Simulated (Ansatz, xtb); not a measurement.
**Relative energy of two isomers of C4H4FNO**

We compare I, `N#C[C@@H]1CO[C@H]1F`, a singlet, with II, `N#C[C@@H]1C[C@@H](F)O1`, a singlet. Both are isolated molecules in the gas phase, relaxed with PBE0-D3(BJ)/def2-SVP.

Quicker runs give these differences E(II) − E(I): GFN2-xTB +1.09 kcal/mol; HF/STO-3G −0.64 kcal/mol (at GFN2-xTB geometries); r2SCAN-D4/def2-SVP +0.52 kcal/mol (at GFN2-xTB geometries).

Task: Estimate which is lower in electronic energy at CCSD(T)/def2-SVP + ΔMP2/def2-TZVPP, and by roughly how much.

Result: CCSD(T)/def2-SVP + ΔMP2/def2-TZVPP gives E(II) − E(I) = +0.28 kcal/mol, slightly favouring structure I, which is too small a margin to settle the true order.

Level by level:

```
                             level              geometry  E(II) − E(I) (kcal/mol)  departure from the last row (kcal/mol)  job, with rough time for the two
                          GFN2-xTB              GFN2-xTB                     +1.09                                   +0.81              optimisation, 0.17 s
                         HF/STO-3G              GFN2-xTB                     −0.64                                   −0.92              single point, 0.44 s
                r2SCAN-D4/def2-SVP              GFN2-xTB                     +0.52                                   +0.24               single point, 3.1 s
              PBE0-D3(BJ)/def2-SVP  PBE0-D3(BJ)/def2-SVP                     +0.79                                   +0.51                optimisation, 42 s
                       HF/def2-SVP  PBE0-D3(BJ)/def2-SVP                     +0.64                                   +0.36           part of the CCSD(T) run
                      MP2/def2-SVP  PBE0-D3(BJ)/def2-SVP                     +0.46                                   +0.18           part of the CCSD(T) run
                  CCSD(T)/def2-SVP  PBE0-D3(BJ)/def2-SVP                     +0.29                                   +0.01                      single point
CCSD(T)/def2-SVP + ΔMP2/def2-TZVPP  PBE0-D3(BJ)/def2-SVP                     +0.28                                                        single point, 57 s
```

As drawn, both hold the same kinds of bond in the same numbers.

The largest departure from CCSD(T)/def2-SVP + ΔMP2/def2-TZVPP is that of HF/STO-3G, 0.92 kcal/mol. The last row adds to CCSD(T) the change of the MP2 difference between the two basis sets, here −0.01 kcal/mol.

With thermal terms from frequencies at re-optimised GFN2-xTB minima (ideal gas, soft modes damped towards free rotors, one conformer each, 298.15 K, 1 atm): the zero-point term adds −0.01 kcal/mol; ΔH is +0.27 and ΔG +0.30 kcal/mol.

The correlated steps freeze 7 core orbitals. Codes used: Ansatz 0.2.0, xtb 6.7.1; the last row on 2 threads of Intel(R) Xeon(R) Platinum 8488C (Sapphire Rapids) on a shared host.
